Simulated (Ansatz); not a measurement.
`[CH3][In]([NH2])[Br]` → `[CH2]` (triplet) + `[NH2][InH][Br]` at 500 K and 1 bar (formal loss of a carbene).

Isolated molecules relaxed with PBE0-D4/def2-TZVP in Ansatz; ΔE leaves out vibrations. CBS: MP2 limit from def2 TZ/QZ plus the TZ coupled-cluster correction, frozen cores. This one scheme is used for every species. Triplets are unrestricted, without spin–orbit coupling. Elements past krypton have def2 core potentials. For Br, In outer-core shells are correlated without core-valence functions, which leaves a few kJ/mol of doubt a bond. Scalar relativity is left out up to krypton. Each species was taken in one conformer, which may not be the lowest.

| species | CCSD(T)/CBS energy (Eh) | H − E (kJ/mol) | S (J/(mol·K)) |
| --- | --- | --- | --- |
| `[CH3][In]([NH2])[Br]` | -2858.97077 | 208.4 | 445.9 |
| `[CH2]` (triplet) | -39.09499 | 62.7 | 213.9 |
| `[NH2][InH][Br]` | -2819.69701 | 118.8 | 378.7 |

H − E and S are ideal-gas, rigid-rotor, harmonic terms from PBE0-D4/def2-TZVP, for one conformer and one mirror image of each species, with the whole ground term of open shells counted as degenerate. 1 Eh = 2625.50 kJ/mol, R = 8.31446 J/(mol·K).

**Question.** By hand: ΔE, ΔH, ΔS and ΔG.

**Answer.** ΔE = (-39.09499) + (-2819.69701) − (-2858.97077) = 0.17877 Eh = 469.4 kJ/mol. Δ(H − E) = 62.7 + 118.8 − 208.4 = -26.9, so ΔH = 442.5 kJ/mol. ΔS = 213.9 + 378.7 − 445.9 = 146.7 J/(mol·K). ΔG = 442.5 − 500 × (146.7)/1000 = 369.1 kJ/mol.

**Question.** By hand: the equilibrium constant, and the temperature at which ΔG would vanish if ΔH and ΔS stayed fixed.

**Answer.** log₁₀ K = −ΔG/(RT ln 10) = -38.6. ΔG = 0 at ΔH/ΔS = 3016 K, far beyond where these terms or the molecules hold.

The number of gas molecules changes by +1, which sets the sign of ΔS. A doubt of 5 kJ/mol in ΔE shifts log₁₀ K by 0.5 here. Other conformers and mirror images would add mixing entropy, several J/(mol·K) or more a flexible species. Modes under 60 cm⁻¹, often nearly free rotors, make the harmonic entropy too high. A triplet takes part, so the spin changes. These are equilibria of isolated gas molecules and say nothing of rates. Largest T1 diagnostic: 0.013 (customary marks: 0.02 for closed shells, 0.045 for open ones).
